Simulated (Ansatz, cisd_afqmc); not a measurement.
Species: GeH$_{4}$S, charge 0, singlet. GeH4S (SMILES [GeH3][SH]).
B3LYP-D3(BJ)/def2-TZVP minimum from Ansatz (a program for electronic structure):
```
Ge
H 1 1.5339
H 1 1.5376 2 110.67
H 1 1.5376 2 110.67 3 -122.00
S 1 2.2437 2 104.74 3 119.00
H 5 1.3438 1 94.83 2 180.00
```

Atomisation energy term by term, kcal/mol (programs: Ansatz, cisd_afqmc). UHF or UKS for unpaired electrons; spin-orbit terms are left out. Cores are frozen in correlated methods (noble-gas shells, and filled d and f shells in the p block). No relativity. AFQMC is phaseless with a CISD trial state; ± is one standard error, without the phaseless bias. Outlying blocks are dropped, and bars are widened where a walk drifts. Over all cases where full CI ran beside it in this data, AFQMC minus full CI had a median of +0.1 mEh and passed +0.4 mEh in a tenth of the cases. CBS(X,Y): correlation extrapolated as X^-3, Hartree-Fock from the larger set. A bracket is a step between two methods taken in the basis named. Where a partner has so few electrons that a lower coupled-cluster level is exact, that level stands in.

```tsv
term	basis	kcal/mol
Hartree-Fock	def2-QZVPP	272.68
CCSD correlation	CBS(def2-TZVPP,def2-QZVPP)	98.47
(T)	CBS(def2-TZVPP,def2-QZVPP)	4.78
CCSDT(Q) - CCSD(T)	def2-TZVPP	0.19
sum: De		376.1
```

The step beyond CCSD(T) by other levels: AFQMC/CISD in def2-SVP 0.30 ± 0.56; CCSDT(Q) in def2-SVP 0.41 kcal/mol.
